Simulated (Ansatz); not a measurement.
Ansatz (a first-principles code) input (B3LYP/cc-pVDZ):

Ansatz 0.2 input:
```yaml
crystal:
  periodic: [false, false, false]
  atoms:
    - {symbol: N, position_ang: [-0.98707337, 0.12204602, 0.64401714]}
    - {symbol: C, position_ang: [0.04891004, -0.01595210, -0.06065348]}
    - {symbol: O, position_ang: [1.06980571, -0.08380837, -0.55735061]}
    - {symbol: H, position_ang: [-1.94239235, -0.08814256, 0.31460582]}
basis:
  gaussian:
    orbitals: cc-pVDZ
hamiltonian:
  xc: {name: B3LYP}
total_charge: 1
magnetization: {spin_polarized: true, initial_magnetization: 1}
output: {forces: true}
```

Output:

```
WARN ansatz: RAYON_NUM_THREADS=1 ignored (pool sized by the plan → 1); use --threads N
Functional definition: B3LYP
integrals: 0.01 GiB planned
441 factors; integrals over basis functions are off by at most 1.4e-3 eV
mean field: 0.13 GiB planned
mean field evaluation 1: about -4572.1230 eV, gradient 4.3e1 eV
mean field evaluation 2: about -4552.3395 eV, gradient 8.2e1 eV
mean field evaluation 4: about -4578.7135 eV, gradient 5.8e0 eV
mean field evaluation 8: about -4579.0054 eV, gradient 7.8e-1 eV
mean field evaluation 16: about -4579.0095 eV, gradient 2.9e-4 eV
mean field -4579.00952464 eV, -168.2754962665 hartree, gradient 1.6e-5 eV, S^2 0.765899; 1 other end points of the search recorded, 0 dependent functions left out
the calculation of the forces begins
reference -4579.00965233 eV, -168.2755009590 hartree; 11, 10 occupied and 36, 37 virtual orbitals, 441 factors
Total energy: -4579.00965233 eV, -168.2755009590 hartree
Atom 0 at    -0.987073     0.122046     0.644017 Å, force    -0.125737     0.148730     0.468518 eV/Å
Atom 1 at     0.048910    -0.015952    -0.060653 Å, force    -0.449724    -0.027070     0.053507 eV/Å
Atom 2 at     1.069806    -0.083808    -0.557351 Å, force     0.858222    -0.047591    -0.390121 eV/Å
Atom 3 at    -1.942392    -0.088143     0.314606 Å, force    -0.282761    -0.074068    -0.131904 eV/Å
Dipole moment:    -0.641804    -0.065620    -0.001956 e Å
```

The dipole moment of an ion depends on the origin.
